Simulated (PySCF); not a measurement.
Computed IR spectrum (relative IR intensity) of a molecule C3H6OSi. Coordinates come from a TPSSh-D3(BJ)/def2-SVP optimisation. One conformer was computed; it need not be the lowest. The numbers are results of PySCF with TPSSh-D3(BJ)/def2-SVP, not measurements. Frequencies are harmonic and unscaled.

| ν (cm⁻¹) | relative intensity |
|---|---|
| 129 | 7.2 |
| 238 | 4.0 |
| 256 | 41 |
| 353 | 22 |
| 562 | 24 |
| 608 | 24 |
| 680 | 11 |
| 726 | 3.8 |
| 728 | 16 |
| 732 | 19 |
| 805 | 31 |
| 904 | 100 |
| 954 | 51 |
| 1071 | 28 |
| 1180 | 15 |
| 1225 | 3.3 |
| 1373 | 2.9 |
| 1485 | 2.5 |
| 2136 | 15 |
| 2251 | 53 |
| 2275 | 46 |
| 2954 | 24 |
| 2998 | 21 |
| 3458 | 20 |
| 3774 | 13 |

Identify the compound among the candidates.
(A) C#CC[SiH2]O
(B) C[Si@H]1C=CO1
(C) C#C[SiH2]CO
(D) [SiH3]C1=CCO1

C, C#C[SiH2]CO
